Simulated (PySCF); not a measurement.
Molecule: `O=C(O)c1ccoc1`, C5H4O3.

Atoms are numbered as in `[O:1]=[C:2]([OH:3])[c:4]1[cH:5][cH:6][o:7][cH:8]1`. Hydrogens are named by the atom that carries them.

Geometry PBE0-D3(BJ)/def2-SVP throughout; GIAO in PySCF 2.14, gas phase, one conformer, non-relativistic; equivalent atoms averaged; basis pcSseg-1.

For orientation, wB97X-D gives these shifts δ (against H2O, TMS at the same level): O3 203.0, C2 167.0, C6 148.3, C4 123.4, C5 117.7, H(C8) 8.18, H(C6) 7.36, H(C5) 6.93, H(O3) 5.77 ppm.

A run gave: O3 175.3, C2 170.2, C6 148.4, C4 119.4, C5 117.3, H(C8) 8.56, H(C6) 7.51, H(C5) 7.08, H(O3) 6.08 ppm (shifts δ (against H2O, TMS at the same level)).

Which functional was used in that run?
A. PBE0
B. HF
C. B97-2
D. WP04
E. LDA

Results:

B. O3 tells them apart best: HF gives 175.3, B97-2 gives 203.3, WP04 gives 199.4, LDA gives 231.8, PBE0 gives 207.7 ppm.
